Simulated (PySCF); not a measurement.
## Ni (nickel, neutral): UHF calculation

Configuration: [Ar] 3d8 4s2, high-spin 3F determinant. Calculation: PySCF 2.14, in x2c-SVPall (5s3p3d1f, 36 functions); scalar relativity by spin-free X2C-1e.

```json
{
  "Total energy": "-1518.832768 hartree",
  "One-electron energy": "-2108.3763 hartree",
  "Hartree (Coulomb) energy": "651.9567 hartree",
  "Exchange energy": "-62.4131 hartree",
  "⟨S²⟩": "2.0051",
  "⟨L²⟩": "12.019",
  "Sum of ⟨r⟩": "21.88 bohr",
  "Sum of ⟨r²⟩": "37.37 bohr²",
  "Langevin diamagnetic susceptibility": "-29.6 ×10⁻⁶ cm³/mol",
  "Time after the integrals": "0.1 s of wall time on 1 thread of Intel(R) Xeon(R) 6975P-C (shared host)"
}
```

```tsv
shell	electrons	mean orbital energy (eV)	spread (eV)	rms radius, mean of both spins (bohr)
1s α	1	-8401.7	0	0.0624
1s β	1	-8401.7	0	0.0624
2s α	1	-1052.0	0	0.265
2s β	1	-1050.0	0	0.265
2p α	3	-901.42	0	0.238
2p β	3	-899.47	0	0.238
3s α	1	-138.90	0	0.796
3s β	1	-133.58	0	0.796
3p α	3	-93.208	0	0.850
3p β	3	-86.815	0	0.850
3d α	5	-19.907	1.451	1.11
3d β	3	-17.279	0	1.11
4s α	1	-7.891	0	3.27
4s β	1	-7.404	0	3.27
```

Densities and radii are taken from the X2C orbitals without a picture-change correction, which distorts them close to the nucleus.
